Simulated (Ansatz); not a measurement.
Input file for Ansatz (a quantum-chemistry and plane-wave program): U-CCSD(T)/aug-cc-pVTZ on BeH2O (SMILES [BeH][OH]), a point of a bond scan (R = 3.046 Å).

Ansatz 0.2 input:
```yaml
crystal:
  periodic: [false, false, false]
  atoms:
    - {symbol: Be, position_ang: [-0.78408142, -0.35296304, 0.02982263]}
    - {symbol: H, position_ang: [-1.99529587, -0.89492562, 0.07984893]}
    - {symbol: O, position_ang: [0.51114037, 0.18521819, -0.07360318]}
    - {symbol: H, position_ang: [2.21148664, 2.23262315, 1.40892223]}
basis:
  gaussian:
    orbitals: aug-cc-pVTZ
correlation: {method: ccsd_t, electrons: outside_noble_gas}
scf: {omitted_lower_state_checks: [cluster_reference]}
magnetization: {spin_polarized: true, initial_magnetization: 0}
```

Program output:

```
WARN ansatz: RAYON_NUM_THREADS=1 ignored (pool sized by the plan → 1); use --threads N
Functional definition: HF
these checks for a lower state are left out or cut short: cluster_reference
integrals: 0.45 GiB planned
800 factors; integrals over basis functions are off by at most 1.0e-3 eV
mean field: 0.30 GiB planned
mean field evaluation 1: about -2450.9167 eV, gradient 4.0e1 eV
mean field evaluation 2: about -2450.9171 eV, gradient 4.0e1 eV
mean field evaluation 4: about -2456.6384 eV, gradient 1.3e1 eV
mean field evaluation 8: about -2459.8166 eV, gradient 7.4e-1 eV
mean field evaluation 16: about -2459.8260 eV, gradient 5.9e-3 eV
mean field evaluation 32: about -2465.1410 eV, gradient 5.8e0 eV
mean field evaluation 64: about -2465.3964 eV, gradient 1.0e-1 eV
mean field evaluation 96: about -2465.4032 eV, gradient 7.2e-3 eV
mean field evaluation 128: about -2458.1937 eV, gradient 8.9e0 eV
mean field evaluation 160: about -2459.8245 eV, gradient 1.7e-1 eV
mean field -2465.40389334 eV, -90.6019219693 hartree, gradient 7.4e-6 eV, S^2 1.005115; 13 other end points of the search recorded, 0 dependent functions left out
2 core orbitals not correlated
reference -2465.40389334 eV, -90.6019219693 hartree; 5, 5 occupied and 131, 131 virtual orbitals, 800 factors
second order -6.53180535 eV of doubles, -0.00000000 eV of singles
coupled cluster: 1.11 GiB planned
cycle   1  -6.84469752 eV  change   -3.1e-1 eV  update   5.5e-2
cycle   2  -7.00906733 eV  change   -1.6e-1 eV  update   1.8e-2
cycle   3  -7.05400726 eV  change   -4.5e-2 eV  update   9.9e-3
cycle   4  -7.05051362 eV  change    3.5e-3 eV  update   3.2e-3
cycle   5  -7.05086215 eV  change   -3.5e-4 eV  update   1.5e-3
cycle   6  -7.05176435 eV  change   -9.0e-4 eV  update   6.6e-4
cycle   7  -7.05176471 eV  change   -3.7e-7 eV  update   3.6e-4
cycle   8  -7.05180832 eV  change   -4.4e-5 eV  update   2.4e-4
cycle   9  -7.05186109 eV  change   -5.3e-5 eV  update   2.0e-4
cycle  10  -7.05176416 eV  change    9.7e-5 eV  update   1.6e-4
cycle  11  -7.05182526 eV  change   -6.1e-5 eV  update   1.2e-4
cycle  12  -7.05182988 eV  change   -4.6e-6 eV  update   7.1e-5
cycle  13  -7.05184935 eV  change   -1.9e-5 eV  update   5.1e-5
cycle  14  -7.05186330 eV  change   -1.4e-5 eV  update   4.0e-5
cycle  15  -7.05185349 eV  change    9.8e-6 eV  update   2.9e-5
cycle  16  -7.05184386 eV  change    9.6e-6 eV  update   2.0e-5
cycle  17  -7.05184578 eV  change   -1.9e-6 eV  update   1.3e-5
cycle  18  -7.05184882 eV  change   -3.0e-6 eV  update   8.4e-6
coupled cluster: 1.11 GiB planned
perturbative correction -0.19883035 eV, -0.0073068807 hartree
Total energy: -2472.65457251 eV, -90.8683795141 hartree
Checks for a lower state left out: cluster_reference
```

The calculation finished and met its thresholds. Its determinant has ⟨S²⟩ = 1.01, a mixture of spin states.

Cost: around 40 core-seconds (rough).
